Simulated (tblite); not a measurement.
A geometry optimisation, step by step.

Compound: C₆H₆NSe (doublet state).
Bonds: C1–C2 (double), C2–C3, C3–Se4 (aromatic), Se4–C5 (aromatic), C5–C6 (aromatic), C6–C7 (aromatic), C7–N8, C3–C7 (aromatic). Hydrogens: H9, H10 on C1; H11 on C2; H12 on C5; H13 on C6; H14 on N8.
Bond orders are those of one Lewis drawing.

Computed with GFN2-xTB (tblite), gas phase: L-BFGS steps from a force-field or distance-geometry start until the largest atomic force falls under 0.01 eV/Å. 10 of its 61 geometries are shown.

Step 0: E = -593.8197 eV, largest atomic force 6.779 eV/Å
```
atom  x, y, z in Å  |  force x, y, z in eV/Å
C1     -2.695   -0.371   -0.286   -0.910  -0.134  -0.127
C2     -1.704    0.471   -0.084    2.080  -1.330   0.124
C3     -0.329   -0.118    0.018   -1.560  -0.453  -0.006
Se4     0.202   -1.987   -0.146    0.101   0.384   0.056
C5      2.029   -1.459    0.141   -0.935   0.191  -0.104
C6      1.981   -0.106    0.280    5.739  -1.370   0.393
C7      0.830    0.557    0.221   -2.360   6.352   0.196
N8      0.788    2.023    0.391   -0.083  -2.465  -1.449
H9     -2.469   -1.425   -0.378   -0.372   0.012  -0.064
H10    -3.713   -0.007   -0.355    0.110  -0.367  -0.019
H11    -1.878    1.526    0.025    0.492   0.124   0.062
H12     2.938   -2.088    0.168   -1.121   0.385  -0.036
H13     2.955    0.444    0.467   -1.174  -0.535  -0.231
H14     1.065    2.539   -0.483   -0.006  -0.794   1.205
```

Step 7: E = -595.3884 eV, largest atomic force 1.206 eV/Å
```
atom  x, y, z in Å  |  force x, y, z in eV/Å
C1     -2.702   -0.410   -0.295    0.208  -0.040   0.101
C2     -1.616    0.347   -0.060   -0.512  -0.197   0.116
C3     -0.305   -0.152    0.124   -0.104   0.084  -0.202
Se4     0.163   -1.912   -0.132    0.211  -0.416   0.184
C5      1.932   -1.354    0.138    0.338  -0.148  -0.081
C6      2.114   -0.032    0.234   -1.156   0.336   0.068
C7      0.837    0.712    0.199    0.055   0.198  -0.089
N8      0.560    1.980    0.164    0.397  -0.034  -0.680
H9     -2.592   -1.477   -0.406   -0.005  -0.180   0.002
H10    -3.708   -0.039   -0.358    0.083   0.201  -0.064
H11    -1.691    1.415    0.032   -0.063   0.258   0.071
H12     2.704   -2.096    0.163    0.182  -0.160   0.018
H13     3.043    0.452    0.461    0.111   0.061  -0.149
H14     1.260    2.566   -0.286    0.254   0.037   0.706
```

Step 13: E = -595.6444 eV, largest atomic force 0.458 eV/Å
```
atom  x, y, z in Å  |  force x, y, z in eV/Å
C1     -2.720   -0.443   -0.276   -0.034   0.053  -0.008
C2     -1.644    0.318   -0.026   -0.041   0.044  -0.142
C3     -0.321   -0.155    0.081   -0.104  -0.178  -0.188
Se4     0.192   -1.935   -0.058   -0.350  -0.173   0.056
C5      1.948   -1.340    0.129   -0.057  -0.155   0.140
C6      2.047   -0.012    0.254    0.302  -0.073  -0.129
C7      0.810    0.732    0.132   -0.226   0.017  -0.078
N8      0.585    1.991   -0.025    0.289   0.249   0.088
H9     -2.621   -1.515   -0.403   -0.070   0.112   0.053
H10    -3.698   -0.005   -0.382   -0.004  -0.107   0.024
H11    -1.695    1.395    0.057   -0.192   0.010   0.045
H12     2.717   -2.088    0.166    0.228   0.102   0.010
H13     2.993    0.462    0.394    0.315   0.333   0.007
H14     1.407    2.595   -0.064   -0.054  -0.234   0.123
```

Step 20: E = -595.7093 eV, largest atomic force 0.237 eV/Å
```
atom  x, y, z in Å  |  force x, y, z in eV/Å
C1     -2.743   -0.439   -0.282   -0.020  -0.011   0.014
C2     -1.661    0.327   -0.065   -0.012  -0.062  -0.003
C3     -0.331   -0.154    0.012   -0.060  -0.072   0.005
Se4     0.178   -1.950   -0.012    0.053   0.119   0.008
C5      1.957   -1.341    0.168   -0.046  -0.033  -0.091
C6      2.062   -0.008    0.215    0.034  -0.097   0.060
C7      0.809    0.719    0.090   -0.144   0.042  -0.017
N8      0.623    1.990   -0.013    0.117   0.186   0.088
H9     -2.651   -1.512   -0.391    0.003   0.052  -0.027
H10    -3.732   -0.023   -0.368    0.051  -0.015   0.061
H11    -1.752    1.400    0.063    0.034  -0.085  -0.109
H12     2.761   -2.055    0.182    0.014  -0.031   0.091
H13     2.999    0.509    0.353   -0.012   0.013  -0.100
H14     1.480    2.537    0.027   -0.013  -0.007   0.019
```

Step 27: E = -595.7249 eV, largest atomic force 0.072 eV/Å
```
atom  x, y, z in Å  |  force x, y, z in eV/Å
C1     -2.756   -0.449   -0.281    0.029  -0.012   0.004
C2     -1.668    0.314   -0.088    0.003   0.038  -0.009
C3     -0.334   -0.149   -0.005   -0.030  -0.039   0.002
Se4     0.178   -1.941    0.001    0.054   0.031  -0.008
C5      1.958   -1.337    0.161   -0.043  -0.028   0.037
C6      2.058   -0.004    0.195    0.041  -0.033  -0.026
C7      0.804    0.730    0.084   -0.034  -0.029  -0.009
N8      0.646    2.009    0.036    0.004  -0.011   0.004
H9     -2.667   -1.519   -0.402   -0.001  -0.012   0.019
H10    -3.746   -0.031   -0.333    0.059  -0.009   0.009
H11    -1.755    1.387    0.015   -0.022   0.051  -0.032
H12     2.761   -2.053    0.227   -0.027   0.020  -0.009
H13     2.994    0.523    0.295   -0.006  -0.021  -0.022
H14     1.526    2.519    0.073   -0.025   0.054   0.041
```

Step 33: E = -595.7283 eV, largest atomic force 0.078 eV/Å
```
atom  x, y, z in Å  |  force x, y, z in eV/Å
C1     -2.747   -0.453   -0.278   -0.026   0.002   0.005
C2     -1.665    0.320   -0.099    0.012   0.001  -0.011
C3     -0.334   -0.147   -0.008    0.039   0.024  -0.042
Se4     0.176   -1.938   -0.001   -0.028  -0.033   0.024
C5      1.952   -1.342    0.171    0.024   0.025  -0.031
C6      2.058   -0.008    0.183    0.019   0.011   0.002
C7      0.805    0.730    0.079    0.033   0.008   0.032
N8      0.646    2.010    0.053   -0.017   0.003  -0.002
H9     -2.664   -1.523   -0.392    0.041  -0.038   0.035
H10    -3.735   -0.035   -0.322   -0.071   0.020  -0.024
H11    -1.761    1.394   -0.016    0.017   0.015  -0.003
H12     2.755   -2.055    0.236   -0.016  -0.009  -0.001
H13     2.997    0.517    0.269   -0.004  -0.021   0.000
H14     1.518    2.531    0.103   -0.023  -0.009   0.018
```

Step 40: E = -595.7308 eV, largest atomic force 0.031 eV/Å
```
atom  x, y, z in Å  |  force x, y, z in eV/Å
C1     -2.746   -0.453   -0.273    0.006   0.005   0.000
C2     -1.663    0.324   -0.115    0.013   0.003   0.001
C3     -0.331   -0.143   -0.025    0.012   0.007   0.023
Se4     0.170   -1.936    0.009   -0.018  -0.013  -0.008
C5      1.948   -1.342    0.166    0.013   0.009   0.002
C6      2.062   -0.009    0.175   -0.015   0.005  -0.002
C7      0.809    0.732    0.077    0.008   0.004  -0.015
N8      0.639    2.010    0.068   -0.005   0.000   0.010
H9     -2.649   -1.526   -0.361   -0.012  -0.005   0.021
H10    -3.737   -0.042   -0.325   -0.010  -0.012  -0.012
H11    -1.756    1.400   -0.045    0.009   0.005  -0.019
H12     2.744   -2.063    0.239    0.012  -0.002  -0.017
H13     3.007    0.506    0.250   -0.027   0.003   0.014
H14     1.503    2.542    0.139    0.015  -0.010   0.001
```

Step 47: E = -595.7322 eV, largest atomic force 0.038 eV/Å
```
atom  x, y, z in Å  |  force x, y, z in eV/Å
C1     -2.745   -0.453   -0.269    0.004   0.000   0.008
C2     -1.662    0.328   -0.122   -0.011  -0.008  -0.018
C3     -0.332   -0.142   -0.022   -0.019  -0.001   0.004
Se4     0.168   -1.937    0.008   -0.007   0.011  -0.012
C5      1.947   -1.344    0.159    0.011   0.025  -0.001
C6      2.058   -0.011    0.171   -0.009   0.023   0.027
C7      0.807    0.733    0.078   -0.005  -0.019   0.008
N8      0.640    2.012    0.080    0.005  -0.032   0.002
H9     -2.646   -1.529   -0.324   -0.006   0.018   0.011
H10    -3.740   -0.050   -0.339    0.027   0.010   0.001
H11    -1.746    1.407   -0.078   -0.025  -0.026  -0.012
H12     2.746   -2.063    0.225   -0.007   0.002  -0.009
H13     2.999    0.508    0.255    0.031   0.000  -0.005
H14     1.505    2.540    0.155    0.011  -0.004  -0.004
```

Step 53: E = -595.7332 eV, largest atomic force 0.019 eV/Å
```
atom  x, y, z in Å  |  force x, y, z in eV/Å
C1     -2.745   -0.455   -0.262   -0.003  -0.001  -0.004
C2     -1.663    0.328   -0.135   -0.002  -0.003   0.001
C3     -0.334   -0.141   -0.020    0.002   0.002  -0.009
Se4     0.167   -1.935    0.002    0.016   0.003  -0.002
C5      1.947   -1.341    0.153   -0.006  -0.015   0.001
C6      2.058   -0.008    0.176    0.005  -0.011  -0.004
C7      0.806    0.732    0.086    0.001   0.009   0.010
N8      0.641    2.011    0.093    0.004   0.014  -0.005
H9     -2.647   -1.531   -0.285   -0.019  -0.001   0.004
H10    -3.737   -0.049   -0.350    0.000  -0.002   0.004
H11    -1.750    1.407   -0.116   -0.004  -0.002  -0.002
H12     2.745   -2.061    0.210    0.005  -0.003  -0.001
H13     3.000    0.510    0.254    0.004  -0.001   0.008
H14     1.511    2.533    0.170   -0.004   0.012   0.000
```

Step 60: E = -595.7334 eV, largest atomic force 0.008 eV/Å
```
atom  x, y, z in Å  |  force x, y, z in eV/Å
C1     -2.747   -0.456   -0.261   -0.002  -0.001   0.004
C2     -1.663    0.327   -0.138    0.000   0.000   0.000
C3     -0.333   -0.140   -0.021    0.000  -0.003  -0.002
Se4     0.168   -1.934   -0.001    0.006  -0.003  -0.003
C5      1.948   -1.342    0.152   -0.004  -0.003  -0.002
C6      2.059   -0.009    0.178    0.002  -0.002   0.002
C7      0.807    0.733    0.088   -0.001   0.001  -0.008
N8      0.643    2.012    0.094   -0.003   0.003   0.000
H9     -2.655   -1.533   -0.275    0.002  -0.003  -0.001
H10    -3.737   -0.048   -0.351    0.000   0.006   0.004
H11    -1.751    1.405   -0.124    0.002   0.003  -0.002
H12     2.746   -2.062    0.205    0.000   0.003   0.003
H13     3.002    0.508    0.259    0.001   0.002   0.005
H14     1.510    2.537    0.172   -0.002  -0.003   0.001
```

Question: Summarise the path.

Answer: The energy falls by 1.9136 eV from step 0 to step 60; nine tenths of that is first reached at step 10. It falls at every step. The largest force goes from 6.779 to 0.008 eV/Å. Among the bonds C7–N8 changes most, from 1.476 to 1.290 Å; the atoms move by 0.280 Å rms after alignment.

The cost below is that of the whole relaxation. On an Arm Neoverse V2 with one thread, shared host with 192 logical CPUs at a one-minute load of 130, this took 0.35 s wall.
